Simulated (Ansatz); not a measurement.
`N[Si](O)(F)Cl` + `C=NB[SeH]` → `C=N[Si](O)(F)Cl` + `NB[SeH]`  (redistribution)

Program: Ansatz. Geometries: PBE0-D4/def2-TZVP. ΔE: electronic, gas phase. CCSD(T)/CBS adds triple-zeta CCSD(T) − MP2 to the extrapolated MP2 energy (def2 sets, frozen cores). For Se outer-core shells are correlated without core-valence functions, which leaves a few kJ/mol of doubt a bond. Scalar relativity is left out up to krypton. One conformer a species, not always the lowest.

| species | CCSD(T)/CBS(def2) energy (Eh) |
| --- | --- |
| `N[Si](O)(F)Cl` | -980.55564 |
| `C=NB[SeH]` | -2520.67685 |
| `C=N[Si](O)(F)Cl` | -1018.56254 |
| `NB[SeH]` | -2482.67368 |

Q: Work out ΔE.

A: ΔE = (-1018.56254) + (-2482.67368) − (-980.55564) − (-2520.67685) = -0.00373 Eh = -0.10 eV.

Largest T1 diagnostic among the species: 0.013.

From r2SCAN to r2SCAN0 (25 % exact exchange), in def2-TZVPP and without D4, ΔE moves by −0.03 eV. Leaving LDA and LC-ωPBE aside and taking each functional with its dispersion term where it has one, the values, not all of them listed here, spread over 0.13 eV, from ωB97X-V to PBE-D4. LDA lies +0.08 eV from PBE without D4. In def2-TZVPP, CCSD(T) changes the Hartree–Fock value by +0.08 eV (the triples alone add +0.01 eV) and MP2 by +0.09 eV.
